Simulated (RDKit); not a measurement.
Input for RDKit: MMFF94 on C4H12Si (SMILES CC[SiH2]CC).

```python
from rdkit import Chem
from rdkit.Chem import AllChem, rdDetermineBonds

blocks = [
'''17

C     2.84557653   -0.29951361    0.25739104
C     1.55993193   -0.05022230   -0.54106069
Si   -0.00426448   -0.07092446    0.50541867
C    -1.54861121    0.23697198   -0.52533389
C    -2.84987913    0.22899612    0.28657208
H     2.98447078    0.45787270    1.03182791
H     2.82161061   -1.27192932    0.75388237
H     3.72882607   -0.27949810   -0.38466256
H     1.45544806   -0.80271062   -1.32942770
H     1.61727980    0.91554703   -1.05358166
H    -0.12238681   -1.38677392    1.19108082
H     0.09715629    0.96852425    1.56598849
H    -1.59254244   -0.52227493   -1.31292167
H    -1.43249625    1.19654461   -1.03954477
H    -3.72096169    0.41050265   -0.34670018
H    -2.83915502    0.99969343    1.06025324
H    -3.00000308   -0.73080552    0.78549120
''',
]
mol = None
for b in blocks:
    f = Chem.MolFromXYZBlock(b)
    rdDetermineBonds.DetermineBonds(f, charge=0)
    mol = f if mol is None else Chem.CombineMols(mol, f)
Chem.SanitizeMol(mol)
print(Chem.MolToSmiles(Chem.RemoveHs(mol)))
ff = AllChem.MMFFGetMoleculeForceField(mol, AllChem.MMFFGetMoleculeProperties(mol), nonBondedThresh=100.0, ignoreInterfragInteractions=False)
e = ff.CalcEnergy()
print(f'MMFF94 energy {e:.6f} kcal/mol')
```

Program output:

```
CC[SiH2]CC
MMFF94 energy -1.874793 kcal/mol
```

The run finished.

Cost: very roughly 0.05 core-seconds.
